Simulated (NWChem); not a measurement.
# CH$_{5}$F$_{2}$NSi; SMILES N([SiH](F)F)C

```xyz
10

Si    -0.0228     0.5362    -0.3629
F      0.8673     1.7219     0.3116
F     -1.5388     0.5515     0.2383
N      0.7061    -0.9466     0.0741
C      0.0528    -2.2445     0.1186
H     -0.1648     0.8786    -1.8068
H      1.7040    -0.9484     0.2948
H     -1.0403    -2.1150    -0.0087
H      0.2006    -2.7481     1.0991
H      0.4028    -2.9416    -0.6768
```
Atoms are numbered in this order, from 1.

Program: NWChem. Pople sets run with spherical d functions. Coordinates come from a PBE-D3(BJ)/def2-SVP optimisation. Level r2SCAN/6-31G*: energy and gradient on several grids; changes count from the extra-fine grid, which is no exact limit either.

```
grid     size of the energy change (μHa)  largest change of a gradient component (μHa/bohr)  time, medium = 1 (rough)
-------  -------------------------------  -------------------------------------------------  ------------------------
xcoarse                             7000                                               2000                   about 1
coarse                                90                                                300                   about 1
medium                               200                                                 60                   about 1
fine                                  10                                                 40                   about 1
xfine                               < 10                                               < 30                         2
```
